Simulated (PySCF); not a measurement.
## Electron correlation in As (arsenic, neutral)

[Ar] 3d10 4s2 4p3, high-spin 4S determinant. All numbers are calculated (PySCF 2.14, scalar relativity through the core potential, in cc-pVTZ-PP with ECP10MDF). Frozen: 3s2 3p6 3d10; 5 electrons correlated.

MP2 pair energies summed by pair of shells (mhartree):

```tsv
pair	energy	share (%)
4s-4p	-46.38	64.9
4p-4p	-15.32	21.5
4s-4s	-9.72	13.6
```

Total MP2 correlation energy: -71.42 mhartree.

Same-spin part -19.20 and opposite-spin part -52.22 mhartree; SCS-MP2 scales them by 1/3 and 6/5 to -69.06 mhartree.

```tsv
level	correlation energy (mhartree)
CCSD	-85.57
(T)	-2.79
CCSD(T)	-88.36
```

Diagnostics: T1 = 0.0036, D1 = 0.0085, largest double amplitude 0.052.

Q: Is a single reference adequate?

A: Yes, within this model without spin-orbit coupling: T1 lies below 0.03 and no double amplitude reaches 0.07.
